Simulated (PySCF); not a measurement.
# Löwdin shares of the frontier orbitals

TaSMe3, C3H9STa (singlet state).
Z-matrix (Å and degrees, PBE0-D3(BJ)/def2-SVP geometry), rows numbered from 1:
```
Ta
S   1  2.1618
C   1  2.1391  2  108.20
H   3  1.1034  1  112.25  2   -56.20
H   3  1.1073  1  109.42  2  -176.62
H   3  1.1046  1  111.14  2    63.84
C   1  2.1399  2  108.27  3  -120.14
H   7  1.1044  1  111.43  2   -61.95
H   7  1.1074  1  109.40  2   178.31
H   7  1.1038  1  111.89  2    58.11
C   1  2.1400  2  108.17  3   119.79
H  11  1.1044  1  111.21  2    62.46
H  11  1.1035  1  112.07  2   -57.65
H  11  1.1074  1  109.36  2  -177.97
```

Method: TDDFT CAM-B3LYP/def2-SVPD, vertical, gas phase, core orbitals frozen in the response, def2 core potentials past Kr (PySCF 2.14.0, density-fitted response routines). Spin–orbit coupling is left out.

Kohn–Sham orbitals with the atoms that hold most of them (Löwdin shares over 4%, at most four atoms):

| orbital | ε (eV) | atoms |
| --- | --- | --- |
| LUMO+2 | 0.27 | Ta1 47%, S2 14%, C3 7%, C7 7% |
| LUMO+1 | -0.72 | Ta1 64%, S2 12%, C3 7%, C11 5% |
| LUMO | -0.72 | Ta1 64%, S2 12%, C7 7%, C11 6% |
| HOMO | -8.60 | S2 66%, Ta1 21%, C7 4% |
| HOMO-1 | -8.60 | S2 66%, Ta1 21%, C3 5% |
| HOMO-2 | -9.56 | S2 67%, Ta1 28% |
| HOMO-3 | -9.97 | Ta1 33%, C11 26%, C7 20% |

Within 0.005 eV of a neighbour in this list lie HOMO-1/HOMO and LUMO/LUMO+1.

(1) The HOMO–LUMO gap is 7.88 eV. Where does the response calculation put the lowest singlet, and from which orbitals?

Answers

(1) S1 is at 3.95 eV (f = 0.0000), 3.93 eV below the gap, made of HOMO-1/HOMO→LUMO/LUMO+1 (≥96%). Without the coupling terms of the response equations the lowest excitation would equal the gap.

For S1 the Löwdin share of tantalum is 21% in HOMO and 64% in LUMO.

Next come S2 at 4.16 eV (f 0.0016), HOMO-1/HOMO→LUMO/LUMO+1 (≥91%); S3 at 4.16 eV (f 0.0016), HOMO-1/HOMO→LUMO/LUMO+1 (≥91%); S4 at 4.69 eV (f 0.036), HOMO-1/HOMO→LUMO/LUMO+1 (≥87%); S5 at 4.83 eV (f 0.0035), HOMO-2→LUMO/LUMO+1 (≥92%).

Orbitals of the list HOMO-3 to LUMO+2 that lie within 0.01 eV of each other are written together with a slash and their weights summed (≥ marks a lower bound); for degenerate orbitals outside that list single weights are arbitrary.
